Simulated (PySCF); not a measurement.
Isomers of H5NSi2. All species are isolated molecules in the gas phase. Strings in code marks are SMILES.

The T1 excitation (TDA) from two functionals at the same geometries (PBE0-D3(BJ)/def2-TZVP), both in PySCF: PBE-D3(BJ)/def2-TZVP and ωB97X-D3(BJ)/def2-TZVP. Excitations are Tamm–Dancoff values on a coarser integration grid. The basis has no diffuse functions, so Rydberg states are missing or too high.

```json
[
 {"species": "`[H]/N=[SiH]\\[SiH3]`", "PBE-D3(BJ)/def2-TZVP (eV)": "2.86", "ωB97X-D3(BJ)/def2-TZVP (eV)": "3.27"},
 {"species": "`N[SiH]=[SiH2]`", "PBE-D3(BJ)/def2-TZVP (eV)": "1.83", "ωB97X-D3(BJ)/def2-TZVP (eV)": "1.89"},
 {"species": "`[SiH2]=N[SiH3]`", "PBE-D3(BJ)/def2-TZVP (eV)": "2.94", "ωB97X-D3(BJ)/def2-TZVP (eV)": "3.62"}
]
```

Over these rows, drawn at random from the members with no instability flagged (it was tested for open shells, ions and some series alone), PBE minus ωB97X-D3(BJ): mean -0.38 eV, from -0.68 eV to -0.06 eV.
